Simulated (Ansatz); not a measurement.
C2H7AlBFSi. Charge 0, multiplicity 1. The bonds changed during the relaxation, so this is another structure than the one it started from. Geometry: relaxed with PBE0-D4/def2-TZVP. It is one conformer, not always the lowest.

```xyz
13

C     0.954    0.099    1.230
C    -0.418    0.629    1.056
Si   -0.491    1.641   -0.384
F     0.394    2.949   -0.577
B     0.298   -0.274   -0.187
Al   -0.265   -2.091   -1.018
H     1.057   -0.722    1.933
H     1.782    0.798    1.276
H    -1.268    0.224    1.588
H    -1.703    1.792   -1.202
H     0.677    0.614   -1.074
H    -0.323   -2.369   -2.588
H    -0.694   -3.288   -0.051
```

What is the dipole moment at r2SCAN/def2-TZVPP? (Best estimate.)

Ansatz gave: 1.57 D, with components (-0.69, 1.31, 0.52) D in this frame, pointing from negative to positive charge.

And with PBE, B3LYP, ωB97M-V? (Best estimate.)

The calculation gave: PBE 1.57 D, B3LYP 1.55 D, ωB97M-V 1.57 D.

Give the Mulliken charges with r2SCAN, PBE, ωB97M-V in def2-TZVPP. (An estimate is asked.)

The calculation gave: 
```json
{"atom": "C1", "r2SCAN": "-0.15", "PBE": "-0.18", "ωB97M-V": "-0.25"}
{"atom": "C2", "r2SCAN": "-0.26", "PBE": "-0.20", "ωB97M-V": "-0.28"}
{"atom": "Si3", "r2SCAN": "0.57", "PBE": "0.44", "ωB97M-V": "0.50"}
{"atom": "F4", "r2SCAN": "-0.30", "PBE": "-0.26", "ωB97M-V": "-0.29"}
{"atom": "B5", "r2SCAN": "-0.06", "PBE": "-0.01", "ωB97M-V": "-0.13"}
{"atom": "Al6", "r2SCAN": "0.39", "PBE": "0.21", "ωB97M-V": "0.31"}
{"atom": "H7", "r2SCAN": "0.07", "PBE": "0.09", "ωB97M-V": "0.11"}
{"atom": "H8", "r2SCAN": "0.08", "PBE": "0.10", "ωB97M-V": "0.11"}
{"atom": "H9", "r2SCAN": "0.08", "PBE": "0.10", "ωB97M-V": "0.12"}
{"atom": "H10", "r2SCAN": "-0.05", "PBE": "-0.05", "ωB97M-V": "0.00"}
{"atom": "H11", "r2SCAN": "-0.02", "PBE": "0.01", "ωB97M-V": "0.05"}
{"atom": "H12", "r2SCAN": "-0.17", "PBE": "-0.12", "ωB97M-V": "-0.12"}
{"atom": "H13", "r2SCAN": "-0.17", "PBE": "-0.12", "ωB97M-V": "-0.12"}
```

B3LYP here is the variant with VWN-RPA as its local correlation; programs differ in this.
